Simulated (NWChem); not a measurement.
System: BeSiH3I; SMILES [SiH3][Be][I]

All runs: NWChem. def2 effective core potentials on I; no spin-orbit coupling. Each level has its own optimisation; frequencies are unscaled.

| level | r Be–I (Å) | r Be–Si (Å) | r H–Si (Å) | highest harmonic frequency (cm⁻¹) | lowest (cm⁻¹) | zero-point energy (kcal/mol) |
|---|---|---|---|---|---|---|
| Hartree-Fock/3-21G (all-electron, non-relativistic) | … | 2.173 | 1.494 | … | … | … |
| PBE/def2-SVP (core potentials) | 2.188 | 2.178 | 1.510 | 2144 | 145 | 16.2 |
| PBE0/def2-SVP (core potentials) | 2.180 | 2.177 | 1.499 | 2211 | 147 | 16.7 |

Some entries are withheld; supply them.


- Hartree-Fock/3-21G (all-electron, non-relativistic), r Be–I (Å): 2.212
- Hartree-Fock/3-21G (all-electron, non-relativistic), highest harmonic frequency (cm⁻¹): 2247
- Hartree-Fock/3-21G (all-electron, non-relativistic), lowest (cm⁻¹): 163
- Hartree-Fock/3-21G (all-electron, non-relativistic), zero-point energy (kcal/mol): 17.4
